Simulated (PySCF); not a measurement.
# Peak assignment

Geometry:
| atom | x (Å) | y (Å) | z (Å) |
| --- | --- | --- | --- |
| C1 | 1.334 | 2.610 | -0.024 |
| C2 | 0.819 | 1.415 | -0.159 |
| C3 | 0.655 | 0.222 | -1.001 |
| O4 | 1.744 | -0.662 | -1.190 |
| C5 | 1.437 | -1.857 | -1.671 |
| O6 | 0.347 | -2.248 | -1.962 |
| C7 | 0.007 | 0.312 | 0.375 |
| O8 | -1.364 | 0.421 | 0.460 |
| Si9 | -2.499 | -0.733 | 0.402 |
| F10 | -2.363 | -1.638 | 1.728 |
| H11 | 1.139 | 3.207 | 0.852 |
| H12 | 1.970 | 3.038 | -0.781 |
| H13 | -0.011 | 0.270 | -1.858 |
| H14 | 2.364 | -2.444 | -1.774 |
| H15 | 0.452 | -0.300 | 1.157 |
| H16 | -2.352 | -1.680 | -0.684 |
| H17 | -3.685 | 0.082 | 0.532 |

Computed data (PySCF 2.14): GFN2-xTB structure, σ from GIAO-PBE0/pcSseg-1. One conformer, no relativistic terms, isolated molecule.

References, each an isolated molecule treated in the same way: ¹³C, ¹H against TMS.

Question: Assign these signals to the numbered atoms. ¹³C{¹H} NMR (computed): δ 166.9, 141.4, 124.6, 57.5, 57.4.

Answer: 
166.9 → C5, ester carbonyl carbon: lone-pair donation from the attached heteroatom keeps it upfield of a ketone carbonyl
141.4 → C2, fully substituted alkene carbon: as expected for a trigonal carbon in a double bond
124.6 → C1, terminal =CH2 carbon: the olefinic region
57.5 → C3, three-membered-ring carbon: deshielded by the electronegative neighbour
57.4 → C7, three-membered-ring carbon

C3 and C7 lie closer than the usual error of such a calculation, so a measured spectrum could show them in the other order.

Question: Assign these signals to the numbered atoms. ¹H NMR (400 MHz, computed): δ 8.19 (s, 1H), 6.62 (m, 1H), 6.56 (m, 1H), 5.36 (m, 1H), 4.60 (m, 1H), 4.47 (m, 1H), 4.25 (m, 1H).

Answer: 
8.19 → H14, hydrogen on an ester carbonyl carbon
6.62 → H11, hydrogen on a terminal =CH2 carbon: olefinic region
6.56 → H12, hydrogen on a terminal =CH2 carbon
5.36 → H16, hydrogen on a silicon bonded to F, O
4.60 → H17, hydrogen on a silicon bonded to F, O
4.47 → H13, hydrogen on a three-membered-ring carbon: its carbon carries O, hence the downfield position
4.25 → H15, hydrogen on a three-membered-ring carbon

H11 and H12 lie closer than the usual error of such a calculation, so a measured spectrum could show them in the other order.

Splittings by ¹⁹F in the carbon and heteronuclear signals aren't shown, as no couplings were computed. Shifts are as computed. Against solution values, carbons near 30 ppm lie about +3 ppm off and those near 130 ppm about +5 ppm. Of 1211 compounds with measured shifts, 218 miss one by over three times the rms of a fit or turn the order of signals round; such compounds aren't used in these exercises. Multiplicities follow the n + 1 count of equivalent neighbours, as no J values were calculated; m marks all less simple cases, F and P coupling included.
